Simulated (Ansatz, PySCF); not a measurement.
Species: CH₂Cl₃Sn (charge 0, doublet). It need not be the lowest isomer of its formula. 
Geometry from a B3LYP-D3(BJ)/def2-TZVP (Ansatz, a program for electronic structure) optimisation:
```
Sn
C 1 2.0942
H 2 1.0816 1 120.70
H 2 1.0816 3 119.05 1 -179.84
Cl 1 2.3253 2 110.68 3 164.30
Cl 1 2.3268 2 111.65 3 43.73
Cl 1 2.3286 2 112.75 3 -75.77
```
Charge 0, spin multiplicity 2.

Dipole moments at this geometry, in debye (magnitudes).

```tsv
level	program	dipole (D)
HF/def2-TZVPD	PySCF	___
SVWN5/def2-TZVPD	Ansatz	3.03
BLYP/def2-TZVPD	Ansatz	2.99
B97M-V/def2-TZVPD	Ansatz	3.06
PBE0/def2-TZVPD	Ansatz	3.11
TPSSh/def2-TZVPD	PySCF	3.08
r2SCANh/def2-TZVPD	Ansatz	3.13
M06-2X/def2-TZVPD	PySCF	3.11
HSE06/def2-TZVPD	Ansatz	3.10
CAM-B3LYP/def2-TZVPD	Ansatz	3.13
LC-wPBE/def2-TZVPD	Ansatz	3.16
wB97M-V/def2-TZVPD	Ansatz	3.07
CCSD(T)/def2-SVPD	Ansatz	___
```

Fill in the missing entries.


- HF/def2-TZVPD, dipole (D): 3.24
- CCSD(T)/def2-SVPD, dipole (D): 3.04
